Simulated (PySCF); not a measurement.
C4H8BFO2.
SMILES with atom numbers: `[CH3:1][B:2]1[O:3][CH2:4][CH:5]([F:6])[CH2:7][O:8]1` (hydrogens: H9, H10, H11 on C1; H12, H13 on C4; H14 on C5; H15, H16 on C7)

The closed-shell SCF was solved with PySCF and density fitting under several settings on one GFN2-xTB geometry (grid level 2 and gas phase unless stated).

| settings | basis functions | SCF cycles | E (Eh) | HOMO (eV) | LUMO (eV) | dipole (D) |
| --- | --- | --- | --- | --- | --- | --- |
| PBE0/pcSseg-1 | 176 | 13 | -431.9605 | -8.57 | 1.00 | 0.69 |
| PBE0/def2-SVPD | 233 | 12 | -431.7133 | -8.65 | 0.24 | 0.44 |
| PBE0/IGLO-II, start guess vsap | 224 | 13 | -432.1233 | -8.54 | 0.98 | 0.58 |

Q: Estimate the rows for these settings: (1) HCTH407/def2-SVPD, level shift 0.3 Eh; (2) OPBE/IGLO-II, damping 0.2 at the start, DIIS from the seventh cycle, start guess vsap; (3) PBE0/pcSseg-1, energy threshold 1e-07 Eh, start guess vsap.

A: 
```csv
settings,basis functions,SCF cycles,E (Eh),HOMO (eV),LUMO (eV),dipole (D)
"HCTH407/def2-SVPD, level shift 0.3 Eh",233,13,-432.1152,-7.30,-0.71,0.42
"OPBE/IGLO-II, damping 0.2 at the start, DIIS from the seventh cycle, start guess vsap",224,25,-432.3744,-6.86,0.27,0.56
"PBE0/pcSseg-1, energy threshold 1e-07 Eh, start guess vsap",176,11,-431.9605,-8.57,1.00,0.69
```

Q: Over all rows, what range does the HOMO–LUMO gap span?

A: From 6.59 eV to 9.57 eV.

Q: Compare two rows with the functional PBE0: PBE0/IGLO-II, start guess vsap and PBE0/pcSseg-1. Which energy is lower, and by how much?

A: PBE0/IGLO-II, start guess vsap (224 functions) lies 0.1628 Eh or 102 kcal/mol below PBE0/pcSseg-1 (176 functions).

Cycle counts include a coarse-grid stage where the run had one.

One conformer stands for the species.
